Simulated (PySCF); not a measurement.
In(H)(vinyl)(OH) (C2H5InO), SMILES C=[CH][InH][OH].

Coordinates come from a PBE0-D3(BJ)/def2-SVP optimisation. The structure was generated by enumeration; whether it is a known compound was not checked. The def2 effective core potentials stand for the cores of In; spin–orbit coupling is left out. The values are those of a single conformer.

Computed with IEF-PCM-B3LYP/def2-SVP in PySCF 2.14.0.

The values are the electrostatic part of the solvation free energy, E(continuum) − E(gas) at the gas-phase geometry, in a cavity of scaled van der Waals radii (PySCF's table); cavitation and dispersion terms are not included. A continuum can't describe solvent molecules that bind to the metal. In vacuum the orbital gap is 5.81 eV. The dipole moment in vacuum is 2.41 D.

| solvent | ε | ΔG(elec) (kcal/mol) | dipole (D) | gap (eV) |
|---|---|---|---|---|
| water | 78.36 | -7.2 | 2.97 | 6.01 |
| diethylether | 4.24 | -4.8 | 2.79 | 5.95 |
| tetrahydrofuran | 7.43 | ___ | ___ | ___ |

**Question.** Fill in the missing entries. (The exact figures need the calculation; the answer reports its results.)

**Answer.** 
- tetrahydrofuran, ΔG(elec) (kcal/mol): -5.8
- tetrahydrofuran, dipole (D): 2.87
- tetrahydrofuran, gap (eV): 5.98
